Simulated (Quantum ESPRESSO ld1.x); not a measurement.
The numbers below are computed, except where a source is named.
Nd I, 60 electrons, occupied as [Xe] 4f4 6s2. Level of theory: Dirac Kohn-Sham, PBEsol, spin-unpolarised, spherical densities, point nucleus; open shells fill j = l - 1/2 first (ld1.x of Quantum ESPRESSO 7.5).

Spin-orbit splittings of the eigenvalues, e(l+1/2) - e(l-1/2), with zeta = 2 splitting/(2l+1) and mean radii in bohr:

shell  occ.  splitting (eV)  zeta (eV)  <r> j=l-1/2  <r> j=l+1/2
2p        6           519.7      346.5      0.08423      0.09065
3p        6           103.7      69.15       0.2557       0.2682
3d       10           22.43      8.972       0.2395       0.2434
4p        6           22.54      15.03       0.6239       0.6523
4d       10           3.980      1.592       0.7017       0.7119
4f        4          0.4005     0.1144        1.123        1.150
5p        6           3.034      2.023        1.667        1.760
